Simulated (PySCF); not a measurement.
Isomers of C3H2F6, one GFN2-xTB conformer each. Single-point energies are computed at PBE0/pcSseg-1 (PySCF, gas phase, no added dispersion term), electronic only.

Problem. Rank them by PBE0/pcSseg-1 energy, lowest first (kcal/mol).
A. CF3CH2CF3 (`FC(F)(F)CC(F)(F)F`)
B. `[F:1][CH2:2][C:3]([F:4])([F:5])[C:6]([F:7])([F:8])[F:9]` with F1–C2–C3–F4 167°

Solution. A (0.0), B (21.6).

GFN2-xTB itself gives, in the same order: 0.0, 17.2. Both levels put the same isomer lowest.

Problem. Which frontier levels, dipoles and rotational constants go with these structures?

Solution. 
| SMILES | HOMO (eV, PBE0/pcSseg-1) | LUMO (eV) | dipole (D) | A, B, C (MHz) |
| --- | --- | --- | --- | --- |
| FC(F)(F)CC(F)(F)F | -11.26 | 1.30 | 2.06 | 2948, 1066, 1050 |
| FCC(F)(F)C(F)(F)F | -10.20 | 0.98 | 2.08 | 1988, 1599, 1304 |
